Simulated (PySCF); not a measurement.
Scan of H4B (anion, charge -1), singlet: flattening of a tetrahedron along the D2d path, bond length relaxed. Scanned: the two opposite H-B-H angles (109.47 = tetrahedral, 180 = square planar). Other coordinates (B-H bond length) were minimised at PBE0/def2-TZVP.

- wB97X-V/aug-cc-pVDZ (PySCF)
- RHF/aug-cc-pVDZ (PySCF)
- RKS-B3LYP/3-21G = restricted B3LYP/3-21G run with PySCF
- CCSD(T) on RHF/aug-cc-pVDZ, 1 core orbital frozen (PySCF)

Energies relative to the lowest point of each profile, in kJ/mol:

| a / ° | wB97X-V | RHF | RKS-B3LYP/3-21G |
|---|---|---|---|
| 90 | 47.2 | 53.0 | 52.9 |
| 95 | 25.8 | 28.9 | 28.8 |
| 100 | 10.9 | 12.2 | 12.2 |
| 105 | 2.4 | 2.7 | 2.7 |
| 109.47 | 0.0 | 0.0 | 0.0 |
| 115 | 3.7 | 4.1 | 4.0 |
| 120 | 13.1 | 14.5 | 14.3 |
| 130 | 48.8 | 54.0 | 53.1 |
| 140 | 106.2 | 116.9 | 115.0 |
| 150 | 183.6 | 201.2 | 198.8 |
| 160 | 279.5 | 304.0 | 303.5 |
| 170 | 391.5 | 420.9 | 427.1 |

Problem. Predict the corresponding CCSD(T) column.

Solution. 90: 47.6; 95: 26.0; 100: 11.0; 105: 2.4; 109.47: 0.0; 115: 3.7; 120: 13.1; 130: 49.0; 140: 106.2; 150: 183.0; 160: 277.0; 170: 384.2 (kJ/mol).

The scan ran from 90 to 180; beyond the range shown the relaxed coordinates jump or full CI changes its symmetry label.
